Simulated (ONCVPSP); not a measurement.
## Cutoff test, Ga (Z = 31), ONCV

Ga, optimised norm-conserving Vanderbilt (ONCV), made with ONCVPSP 4.0.1 (LDA (Perdew-Zunger), fully relativistic). Core [Ar] 3d10, reference 4s1.75 4p1.25. Waves: 4s: rc 1.95 bohr, ncon 4, nbas 7, qcut 3.7 1/bohr, 3 projectors, debl 1.4 Ha; 4p: rc 2.10 bohr, ncon 4, nbas 9, qcut 3.2 1/bohr, 2 projectors, debl 0.8 Ha. Local part: polynomial inside 1.30 bohr (lpopt 3, dvloc0 0 Ha). Core correction: polynomial model core, fcfact 0.75.

Open shells are filled in proportion to 2j + 1.

Q: For each optimised wave give the share of its norm inside rc, the residual kinetic energy above qcut (Ha) and the cutoffs (Ha) for errors of 10, 1, 0.1 and 0.01 mHa per electron.

A:

```json
{"wave": "4s", "norm inside rc": "0.391", "residual KE": "1.2e-03", "10 mHa": "4.6", "1 mHa": "7.3", "0.1 mHa": "25.8", "0.01 mHa": "32.2"}
{"wave": "s projector 2", "norm inside rc": "0.229", "residual KE": "3.2e-03", "10 mHa": "6.0", "1 mHa": "7.9", "0.1 mHa": "25.0", "0.01 mHa": "42.9"}
{"wave": "s projector 3", "norm inside rc": "0.118", "residual KE": "1.6e-02", "10 mHa": "7.2", "1 mHa": "15.2", "0.1 mHa": "46.5", "0.01 mHa": "57.8"}
{"wave": "4p j=3/2", "norm inside rc": "0.198", "residual KE": "4.8e-04", "10 mHa": "1.4", "1 mHa": "3.0", "0.1 mHa": "20.1", "0.01 mHa": "57.6"}
{"wave": "p projector 2 j=3/2", "norm inside rc": "0.226", "residual KE": "1.6e-03", "10 mHa": "2.5", "1 mHa": "5.9", "0.1 mHa": "34.2", "0.01 mHa": "77.1"}
{"wave": "4p j=1/2", "norm inside rc": "0.210", "residual KE": "4.9e-04", "10 mHa": "1.4", "1 mHa": "2.9", "0.1 mHa": "21.5", "0.01 mHa": "58.1"}
{"wave": "p projector 2 j=1/2", "norm inside rc": "0.228", "residual KE": "1.5e-03", "10 mHa": "2.5", "1 mHa": "5.8", "0.1 mHa": "27.3", "0.01 mHa": "76.0"}
```

The occupied waves need 7.3 Ha and 26 Ha for 1 and 0.1 mHa.
